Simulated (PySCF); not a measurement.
Mapped SMILES: `[CH3:1][C:2]1=[C:3]([C:4]([F:5])([F:6])[F:7])[CH:8]=[CH:9][SiH2:10]1`. Each H is labelled by its parent atom.

Theory: shielding tensors at PBE0/pcSseg-1 (GIAO), structure optimised with GFN2-xTB, in PySCF 2.14 (non-relativistic, averaged over atoms made equivalent by symmetry, fast rotation or ring inversion, one conformer, in vacuum).

Referencing at the same level of theory: 13C (σ = 186.93 ppm) and 1H (σ = 31.72 ppm) and 29Si (σ = 349.16 ppm) against TMS; 19F (σ = 170.95 ppm) against CFCl3.

```
   atoms  nucleus  count  Hirshfeld charge  δ (ppm)
    Si10     29Si      1              0.34    -36.0
   H(C1)       1H      3              0.05        ?
F5/F6/F7      19F      3             -0.09    -75.2
   H(C8)       1H      1              0.05     7.35
      C8      13C      1             -0.05        ?
      C4      13C      1              0.26    133.7
      C3      13C      1             -0.05    146.8
   H(C9)       1H      1              0.05     6.03
      C1      13C      1             -0.13     17.2
      C2      13C      1             -0.06        ?
 H(Si10)       1H      2             -0.06        ?
      C9      13C      1             -0.15    129.4
```

Q: Estimate the values marked ?.

A: 
- C8: 156.8 ppm, alkene CH; as expected for a trigonal carbon in a double bond
- C2: 156.7 ppm, fully substituted alkene carbon; as expected for a trigonal carbon in a double bond
- H(Si10): 4.66 ppm, hydrogen on a silicon bonded to 2 C, in a 5-membered ring
- H(C1): 2.43 ppm, hydrogen on an allylic methyl carbon; allylic position

Shifts are as computed. Against solution values, carbons near 30 ppm lie about +3 ppm off and those near 130 ppm about +5 ppm. Of 1211 compounds with measured shifts, 218 miss one by over three times the rms of a fit or turn the order of signals round; such compounds aren't used in these exercises. Unscaled 19F shifts against computed CFCl3 carry errors that often reach 10 to 50 ppm.
